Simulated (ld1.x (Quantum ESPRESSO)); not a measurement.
Configuration tests for Pd (TM)

```
Element                 : palladium (Pd)
Generator               : ld1.x (Quantum ESPRESSO) 7.5
Type                    : norm-conserving Troullier–Martins (Kleinman–Bylander form)
Functional              : LDA (PZ)
Relativity              : fully relativistic
Frozen core             : [Kr]
Valence charge          : 10
Reference configuration : 4d8.5 5s0 5p0 (charge +1.5)
Partial waves           : 5s (bound, empty): rc 2.35 bohr; 5p (bound, empty): rc 3.00 bohr; 4d (bound): rc 2.00 bohr
Local potential         : all-electron potential smoothed inside 1.60 bohr (lloc = -2)
Core correction         : a·sin(br)/r model core inside 0.95 bohr
```

Open shells are filled in proportion to 2j + 1 (rel_dist='average').

Energies are relative to the spin-unpolarised reference configuration 4d8.5 5s0 5p0; without spin polarisation the order of configurations can differ from experiment. Not all tests gave a result: 1 of 7 tests not solved or not reliable. Left out of the table: 4d9 5s1 5p0 (solver errors, printed error -786 eV). The frozen-core shift is the all-electron ΔE with the core orbitals held at their reference shape minus the fully relaxed ΔE.

| valence configuration | charge | ΔE all-electron (eV) | error AE − PS (meV) | frozen-core shift (meV) |
| --- | --- | --- | --- | --- |
| 4d10 5s0 5p0 | 0 | -18.347 | -65 | +56 |
| 4d9 5s0 5p0 | +1 | -8.954 | -13 | +12 |
| 4d9.5 5s0 5p0 | +0.5 | -14.975 | -39 | +35 |
| 4d9 5s0 5p1 | 0 | -13.030 | +4.9 | +8.7 |

Question: What are ΔE and the potential's error for 4d8 5s0 5p0?

Answer: ΔE = 12.127 eV all-electron; the error (AE − PS) is -19 meV.

Question: What are ΔE and the potential's error for 4d6 5s0 5p0?

Answer: ΔE = 96.267 eV all-electron; the error (AE − PS) is -794 meV.

Note: ghost state, extra bound levels that the all-electron valence spectrum of the same l lacks: s at -18.9 eV. A true bound ghost makes a file unfit for plane-wave use.
